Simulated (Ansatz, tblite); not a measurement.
Removing and adding an electron: WOCl4 (WCl4O). The state is a singlet with charge 0. Geometry: B3LYP-D4/def2-SVP. Ansatz, gas phase; energy differences of separate SCF runs; the oxidised species was run as a doublet alone; the reduced species was run as a doublet alone.

Cartesian coordinates in Å:
```
W 0.090 -0.008 0.014
O 1.744 -0.156 0.270
Cl -0.831 -1.655 1.357
Cl -0.325 -1.422 -1.774
Cl -0.086 1.737 -1.499
Cl -0.592 1.504 1.631
```

In the def2 sets W takes a core potential; there is no spin–orbit coupling. The xTB rows come from tblite. Correlated methods freeze 21 core orbitals; core or outer-core shells of W are correlated, in sets that lack core-valence functions. The rows differ in basis, and correlated rows in double-zeta sets carry the largest basis error. In CCSD on the charge 1 doublet the largest single amplitude is 0.36, so its Hartree–Fock determinant may place the open shell otherwise than the density functionals do.

(1) Estimate orbital energies and vertical ionisation energies and electron affinities at: GFN1-xTB; GFN2-xTB; HF/def2-SVP; PBE-D4/def2-TZVP; PBE-D4/def2-TZVPD; PBE0-D4/def2-TZVP; PBE0-D4/def2-TZVPD; ωB97X-V/def2-TZVP; ωB97X-V/def2-TZVPD; MP2/def2-SVP; CCSD/def2-SVP; CCSD(T)/def2-SVP.

Results:

(1) 
| level | −HOMO (eV) | vertical IE (eV) | −LUMO (eV) | vertical EA (eV) | HOMO–LUMO gap (eV) | IE − EA (eV) | remarks |
| --- | --- | --- | --- | --- | --- | --- | --- |
| GFN1-xTB | 13.54 | 15.68 | 10.59 | 8.03 | 2.95 | 7.65 | – |
| GFN2-xTB | 12.58 | 14.93 | 10.23 | 7.82 | 2.35 | 7.10 | – |
| HF/def2-SVP | – | 11.13 | – | – | – | – | test for broken spin undecided (singlet) |
| PBE-D4/def2-TZVP | 7.66 | 10.32 | 5.64 | – | 2.02 | – | – |
| PBE-D4/def2-TZVPD | 7.69 | – | 5.68 | 3.09 | 2.01 | – | – |
| PBE0-D4/def2-TZVP | 9.02 | 10.89 | 5.13 | – | 3.89 | – | – |
| PBE0-D4/def2-TZVPD | 9.02 | – | 5.14 | 3.60 | 3.88 | – | – |
| ωB97X-V/def2-TZVP | 11.37 | 11.44 | 3.20 | – | 8.16 | – | – |
| ωB97X-V/def2-TZVPD | 11.37 | – | 3.22 | 3.86 | 8.14 | – | – |
| MP2/def2-SVP | – | 11.12 | – | – | – | – | test for broken spin undecided (singlet) |
| CCSD/def2-SVP | – | 11.05 | – | – | – | – | test for broken spin undecided (singlet) |
| CCSD(T)/def2-SVP | – | 10.80 | – | – | – | – | test for broken spin undecided (singlet) |

   Raw xTB energy differences between charge states are shifted by several eV; the methods need an empirical correction for them.
